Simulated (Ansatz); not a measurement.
C2H6O3Si, SMILES `O=C([SiH3])OCO`, relaxed with RKS PBE0-D4/def2-TZVP in Ansatz from a PBE-D4/def2-SVP geometry. The force threshold is 0.005 eV/Å; the program also tests the step.

The species carries charge 0 and has multiplicity 1.

Start:

```xyz
12

O     0.259   -1.101    0.923
C    -0.272   -0.402    0.066
Si   -2.034   -0.801   -0.634
O     0.306    0.694   -0.463
C     1.670    0.957    0.045
O     1.709    1.173    1.399
H    -2.967   -0.862    0.539
H    -1.943   -2.153   -1.279
H    -2.498    0.222   -1.628
H     1.972    1.882   -0.481
H     2.288    0.093   -0.293
H     1.510    0.299    1.804
```

(1) How much energy does the relaxation release, and in how many steps? (An estimate is asked.)

(2) Which bonds change most? (An estimate is asked.)

(3) Give the relaxed structure. (Best estimate.)

Answers

(1) Computed: 6.60 kJ/mol, in 8 steps, 1 of them rejected.

(2) Ansatz gave: O4–C5 from 1.479 to 1.446 Å; C5–H11 from 1.115 to 1.094 Å; Si3–H9 from 1.500 to 1.482 Å; O6–H12 from 0.984 to 0.965 Å.

(3) The calculation gave: 
```xyz
12

O     0.290   -1.163    0.833
C    -0.260   -0.435    0.040
Si   -2.024   -0.797   -0.631
O     0.298    0.681   -0.437
C     1.638    0.940    0.039
O     1.676    1.216    1.382
H    -2.926   -0.853    0.543
H    -1.960   -2.122   -1.293
H    -2.460    0.249   -1.585
H     1.953    1.828   -0.505
H     2.249    0.073   -0.232
H     1.526    0.384    1.846
```
